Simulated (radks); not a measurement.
Valence configurations of Mg (all share [Ne]). Calculated with a radial shooting solver on a logarithmic mesh with Libxc functionals: non-relativistic Kohn-Sham, BLYP, spin-polarised, spherical densities, point nucleus; open shells are filled with parallel spins first. Energies are relative to 3s2; eigenvalues in eV for spin up.

| valence | E (eV) | moment (Bohr magnetons) | e(3p) | e(3s) |
|---|---|---|---|---|
| 3s2 | 0.000 | 0 | - | -4.565 |
| 3s1.5 3p0.5 | 1.586 | 1 | -1.754 | -5.329 |
| 3s1 3p1 | 2.942 | 2 | -2.186 | -5.938 |
| 3s0.5 3p1.5 | 4.837 | 2 | -2.491 | -6.319 |
| 3p2 | 6.766 | 2 | -2.773 | - |

NIST lists [Ne] 3s2 as the ground configuration; this level of theory agrees among the configurations tried. The energies are those of spherical high-spin densities, not of single terms.
